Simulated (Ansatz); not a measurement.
Consider the redistribution: `C[O][Zn][Cl]` + `C[O][Al]([F])[O]C` → `C[O][Zn][F]` + `C[O][Al]([Cl])[O]C`.

Gas-phase electronic energies from Ansatz, PBE0-D4/def2-TZVP geometries. CBS: MP2 limit from def2 TZ/QZ plus the TZ coupled-cluster correction, frozen cores. Functionals use def2-TZVPP. For Zn outer-core shells are correlated without core-valence functions, which leaves a few kJ/mol of doubt a bond. Scalar relativity is left out up to krypton. Each species was taken in one conformer, which may not be the lowest.

CCSD(T)/CBS gives +78.5 kJ/mol.

(1) Another level gave +73.9 kJ/mol. Which?
A. r2SCAN/def2-TZVPP
B. HF/def2-TZVPP
C. CCSD/def2-TZVPP
D. PBE-D4/def2-TZVPP

Largest T1 diagnostic among the species: 0.017.

Answers

(1) A. r2SCAN 73.9, PBE-D4 68.9, HF/def2-TZVPP 88.7, CCSD/def2-TZVPP 79.0 kJ/mol.

From PBE to PBE0 (25 % exact exchange), in def2-TZVPP and without D4, ΔE moves by +7.0 kJ/mol. In def2-TZVPP, CCSD(T) changes the Hartree–Fock value by −11.6 kJ/mol (the triples alone add −2.0 kJ/mol) and MP2 by −11.9 kJ/mol.
